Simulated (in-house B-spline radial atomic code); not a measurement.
Successive ionisation energies of praseodymium; each step leads to the configuration of the next row (after the last: [Ar] 3d6). Dirac energy differences include first-order Breit, QED and recoil terms. NIST's values go from ground level to ground level; the uncertainty of those that are theory runs from under 0.1 % in few-electron ions to several per cent in heavy many-electron ones. Computed with a radial B-spline atomic code at the basis-set limit: Dirac-Hartree-Fock, average of the configuration, finite nuclei.

| ion | configuration | ionisation energy (eV) | tabulated value (eV) | tabulated kind | computed minus tabulated (eV) | highest orbital | largest mean radius (bohr) |
| --- | --- | --- | --- | --- | --- | --- | --- |
| Pr21+ | [Kr] 4d2 | 622.9 | 627 | tabulated theory | -4.1 | 4d5/2 | 0.62359 |
| Pr22+ | [Kr] 4d1 | 659.9 | 663 | tabulated theory | -3.1 | 4d5/2 | 0.61607 |
| Pr23+ | [Ar] 3d10 4s2 4p6 | 811.6 | 803 | tabulated theory | 8.6 | 4p3/2 | 0.59869 |
| Pr24+ | [Ar] 3d10 4s2 4p5 | 850.0 | 840 | tabulated theory | 10.0 | 4p3/2 | 0.5932 |
| Pr25+ | [Ar] 3d10 4s2 4p4 | ? | ? | tabulated theory | ? | ? | ? |
| Pr26+ | [Ar] 3d10 4s2 4p3 | 928.3 | 920 | tabulated theory | 8.3 | 4p3/2 | 0.58334 |
| Pr27+ | [Ar] 3d10 4s2 4p2 | 968.1 | 985 | tabulated theory | -16.9 | 4p3/2 | 0.57856 |
| Pr28+ | [Ar] 3d10 4s2 4p1 | ? | ? | tabulated theory | ? | ? | ? |
| Pr29+ | [Ar] 3d10 4s2 | 1124.5 | 1124 | tabulated theory | 0.5 | 4s1/2 | 0.5521 |
| Pr30+ | [Ar] 3d10 4s1 | 1168.4 | 1169.9 | semi-empirical | -1.5 | 4s1/2 | 0.5479 |
| Pr31+ | [Ar] 3d10 | 2028.1 | 2019 | tabulated theory | 9.1 | 3d5/2 | 0.26698 |
| Pr32+ | [Ar] 3d9 | 2121.4 | 2108 | tabulated theory | 13.4 | 3d5/2 | 0.26495 |
| Pr33+ | [Ar] 3d8 | ? | ? | tabulated theory | ? | ? | ? |
| Pr34+ | [Ar] 3d7 | 2312.9 | 2304 | tabulated theory | 8.9 | 3d5/2 | 0.26152 |

**Question.** Fill in the row of Pr25+.

**Answer.** ionisation energy (eV): 888.9; tabulated value (eV): 880; computed minus tabulated (eV): 8.9; highest orbital: 4p3/2; largest mean radius (bohr): 0.58822.

**Question.** Fill in the row of Pr28+.

**Answer.** ionisation energy (eV): 1008.5; tabulated value (eV): 1028; computed minus tabulated (eV): -19.5; highest orbital: 4p3/2; largest mean radius (bohr): 0.57389.

**Question.** Fill in the row of Pr33+.

**Answer.** ionisation energy (eV): 2216.4; tabulated value (eV): 2202; computed minus tabulated (eV): 14.4; highest orbital: 3d5/2; largest mean radius (bohr): 0.26314.

**Question.** Where is the largest jump?

**Answer.** From Pr30+ to Pr31+, by a factor of 1.74 (1168.4 to 2028.1 eV); the highest orbital goes from 4s1/2 to 3d5/2.

Where a p, d or f electron is removed, the computed value is a mean over both j, so it misses the tabulated one by a part of the spin-orbit splitting; averaging over terms and missing correlation add to the gap, relatively most at low charge.
